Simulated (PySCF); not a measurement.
An unknown gives this computed stick spectrum. The calculation used TDDFT CAM-B3LYP/def2-SVPD, vertical, gas phase, core orbitals frozen in the response in PySCF. Geometries: PBE0-D3(BJ)/def2-SVP, one conformer each.

```tsv
state	ν̃ (cm⁻¹)	f	main configurations (H = HOMO, L = LUMO)
S1	60090	0.0073	H→L (87%)
S2	63630	0.015	H-1→L (84%)
S3	66770	0.0000	H-2→L (53%), H→L+3 (31%)
S4	67190	0.0013	H→L+2 (73%), H→L+9 (10%)
S5	68680	0.024	H-3→L (66%), H→L+1 (12%), H-1→L+3 (9%)
S6	69360	0.0000	H→L+3 (58%), H-2→L (15%), H→L+7 (10%)
S7	70440	0.0019	H→L+1 (72%), H-1→L+3 (11%)
S8	71030	0.0034	H-1→L+2 (74%)
S9	72040	0.0001	H-1→L+1 (47%), H→L+7 (16%), H-1→L+11 (13%)
S10	72550	0.256	H→L+4 (30%), H→L+9 (29%), H→L+6 (19%)
```

**Question.** Which structure fits?
A. `c1(OC=O)ccsc1`
B. `CCS(=O)(=O)CC`
C. `O=C(O)c1ccsc1`

**Answer.** B. Its S1, at 7.45 eV, is the highest among the candidates; the nearest of the others has S1 at 5.55 eV. S1 is HOMO→LUMO (87%). Löwdin shares by element: HOMO oxygen 51%, carbon 26% or more (atoms not listed hold the other 23%); LUMO sulfur 29%, hydrogen 23% or more (atoms not listed hold the other 48%). At the same level the other candidates give, for their lowest levels:
- `O=COc1ccsc1`: 5.55 eV (f 0.157); 5.75 eV (f 0.003); 5.81 eV (f 0.039); 6.16 eV (f 0.004); 6.30 eV (f 0.284); T1 3.66 eV; HOMO -8.19, LUMO 0.16 eV
- `O=C(O)c1ccsc1`: 5.37 eV (f 0.026); 5.37 eV (f 0.001); 5.64 eV (f 0.198); 6.50 eV (f 0.003); 6.60 eV (f 0.343); T1 3.63 eV; HOMO -8.65, LUMO -0.36 eV

Conformer computed: `[CH3:1][CH2:2][S:3](=[O:4])(=[O:5])[CH2:6][CH3:7]`: C1–C2–S3–O4 -65°, C2–S3–C6–C7 180°.
Triplets come from the Tamm–Dancoff approximation.
